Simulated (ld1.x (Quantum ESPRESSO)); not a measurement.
# What one change does to a pseudopotential (thallium (Tl), TM)

* Element: Tl (Z = 81)
* Generator: ld1.x (Quantum ESPRESSO) 7.5
* Type: norm-conserving Troullier–Martins (Kleinman–Bylander form)
* Functional: PBE
* Relativity: scalar-relativistic
* Frozen core: [Xe] 4f14 5d10
* Valence charge: 3
* Reference configuration: 6s1.75 6p1.25
* Partial waves: 6p (bound): rc 2.80 bohr; 6d channel at 0.2 Ry: rc 2.85 bohr; 6s (bound): rc 2.15 bohr
* Local potential: the s channel
* Core correction: a·sin(br)/r model core, default radius (core density twice the valence density)

All-electron outer shells of the reference configuration (PBE, scalar-relativistic, ld1.x):

```json
{"shell": "5p", "level (eV)": "-76.61", "outermost node (bohr)": "0.50", "outermost maximum (bohr)": "0.91"}
{"shell": "5d", "level (eV)": "-15.97", "outermost node (bohr)": "0.53", "outermost maximum (bohr)": "1.11"}
{"shell": "6s", "level (eV)": "-9.88", "outermost node (bohr)": "1.04", "outermost maximum (bohr)": "2.08"}
{"shell": "6p", "level (eV)": "-2.58", "outermost node (bohr)": "1.23", "outermost maximum (bohr)": "2.87"}
```

Change: core correction a·sin(br)/r model core inside 2.58 bohr.

Cutoffs: the cutoffs (Ry, on a coarse ladder) from which the occupation-weighted sum of valence levels, in a spherical-Bessel basis at the reference potential, stays within 10 and 1 mRy of its value at 400 Ry; they do not see the model core or the augmentation charge, which bear on the density cutoff. Errors are all-electron minus pseudo energies relative to the spin-unpolarised reference configuration.

How do hardness, ghosts and transferability respond?

The potential gets neither clearly harder nor softer (18 Ry and 30 Ry → 18 Ry and 30 Ry); both files keep a bound ghost (d); of the 7 tests that both files solve, the error grows in 0 and shrinks in 5 by more than 15 % and 0.3 meV (median size 17.3 → 15.3 meV). The default core radius of the base comes out at 2.10 bohr. A wider model core is smoother and lowers the density cutoff, which this test does not measure.

| quantity | base | changed |
| --- | --- | --- |
| cutoff, loose | 18 Ry | 18 Ry |
| cutoff, tight | 30 Ry | 30 Ry |
| bound ghosts | d | d |
| error for 6s2 6p1, meV [ΔE -1.81 eV] | -2.4 | -1.4 |
| error for 6s2 6p0, meV [ΔE 3.36 eV] | -17 | -15 |
| error for 6s1 6p0, meV [ΔE 24.14 eV] | -327 | -297 |
| error for 6s2 6p1.3, meV [ΔE -2.30 eV] | -4.5 | -3.8 |
| error for 6s2 6p0.5, meV [ΔE 0.04 eV] | -2.1 | -0.7 |
| error for 6s1 6p2, meV [ΔE 5.59 eV] | -28 | -18 |
| error for 6s0 6p3, meV [ΔE 13.40 eV] | -142 | -80 |
| s: phases at 3.12 bohr within 0.05 rad from the reference energy up to (Ry; the scan ends near 5) | 1.6 | 1.6 |
| p: phases at 3.12 bohr within 0.05 rad from the reference energy up to (Ry; the scan ends near 5) | 2.4 | 2.4 |
| d: phases at 3.12 bohr within 0.05 rad from the reference energy up to (Ry; the scan ends near 5) | 0.6 | 0.6 |

 A true bound ghost makes a file unfit for plane-wave use even where its test errors are small: the radial tests pick states by their node count and pass the ghost by.
